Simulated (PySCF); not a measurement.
# How the method changes the constants of RbSr

State: ²Σ⁺ (doublet), unpaired electrons σ ↑. Set-up: PySCF, scalar-relativistic core potentials, basis sets Rb def2-SVPD with ECP28, Sr def2-SVPD with ECP28. De refers to Rb + Sr in their ground configurations, without counterpoise correction. The functionals are run spin-unrestricted. A positive dipole means Rb(−)Sr(+). Levels whose curve was spin-contaminated or gave no clean fit are not listed.

```json
{"Level": "ROHF-MP2", "Re (Å)": "5.159", "ωe (cm⁻¹)": "25.4", "De (eV)": "0.100", "μ (D)": "n/a"}
{"Level": "ROHF-SCS-MP2", "Re (Å)": "5.247", "ωe (cm⁻¹)": "23.3", "De (eV)": "0.083", "μ (D)": "n/a"}
{"Level": "PBE", "Re (Å)": "4.645", "ωe (cm⁻¹)": "43.6", "De (eV)": "0.194", "μ (D)": "-1.47"}
{"Level": "r²SCAN", "Re (Å)": "4.718", "ωe (cm⁻¹)": "43.1", "De (eV)": "0.207", "μ (D)": "-2.48"}
{"Level": "B3LYP", "Re (Å)": "4.817", "ωe (cm⁻¹)": "33.9", "De (eV)": "0.083", "μ (D)": "-0.85"}
{"Level": "PBE0", "Re (Å)": "4.689", "ωe (cm⁻¹)": "42.2", "De (eV)": "0.173", "μ (D)": "-1.79"}
{"Level": "B97-3", "Re (Å)": "4.628", "ωe (cm⁻¹)": "47.2", "De (eV)": "0.178", "μ (D)": "-1.02"}
{"Level": "HSE06", "Re (Å)": "4.689", "ωe (cm⁻¹)": "41.9", "De (eV)": "0.175", "μ (D)": "-1.63"}
{"Level": "B2PLYP", "Re (Å)": "4.957", "ωe (cm⁻¹)": "28.8", "De (eV)": "0.075", "μ (D)": "-0.65"}
```

The bond length runs from 4.628 Å (B97-3) to 5.247 Å (ROHF-SCS-MP2). De spans 0.07 eV (B2PLYP, double hybrid) to 0.21 eV (r²SCAN, meta-GGA).

Correlated steps freeze no core orbitals. The bond is weak. Basis-set superposition, not corrected here, can be much of De in a small basis, most of all at correlated wavefunction levels. Functionals without a dispersion term scatter widely for such bonds, and LDA overbinds them. Spin–orbit coupling is left out. B2PLYP dipoles, levels and charges come from its SCF part alone. The state was picked by a PBE0 search and need not be the measured ground state.
